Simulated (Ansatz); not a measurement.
`BN(C)[SiH2][SiH3]`, relaxed with RKS PBE0-D4/def2-TZVP in Ansatz 0.2.0 from a PBE-D4/def2-SVP geometry. The force threshold is 0.005 eV/Å; the program also tests the step.

The species carries charge 0 and has multiplicity 1.

Start:

```xyz
15

B     0.460   -0.493    1.557
N     0.852   -0.181    0.242
C     2.252   -0.251   -0.194
Si   -0.333    0.324   -1.007
Si   -2.524    0.389   -0.163
H    -0.717   -0.419    1.867
H     1.302   -0.837    2.370
H     2.894   -0.578    0.647
H     2.379   -0.971   -1.032
H     2.615    0.739   -0.547
H    -0.231   -0.635   -2.170
H     0.082    1.677   -1.534
H    -2.646    1.383    0.957
H    -2.964   -0.970    0.304
H    -3.420    0.823   -1.296
```

Q: By how much does the energy fall, and how many steps does the optimiser take? (Best estimate.)

A: The calculation gave: 0.06 eV, in 6 steps.

Q: Which bonds change most? (Estimate.)

A: Ansatz gave: N2–Si4 from 1.794 to 1.758 Å; B1–H7 from 1.220 to 1.199 Å; B1–H6 from 1.220 to 1.200 Å; Si4–H11 from 1.511 to 1.492 Å.

Q: Give the relaxed structure. (Best estimate.)

A: Computed: 
```xyz
15

B     0.460   -0.490    1.541
N     0.839   -0.180    0.237
C     2.230   -0.248   -0.196
Si   -0.319    0.317   -0.989
Si   -2.503    0.386   -0.165
H    -0.697   -0.419    1.850
H     1.290   -0.824    2.339
H     2.860   -0.566    0.635
H     2.351   -0.961   -1.018
H     2.581    0.728   -0.546
H    -0.219   -0.626   -2.140
H     0.091    1.654   -1.509
H    -2.631    1.367    0.944
H    -2.947   -0.954    0.301
H    -3.387    0.816   -1.284
```
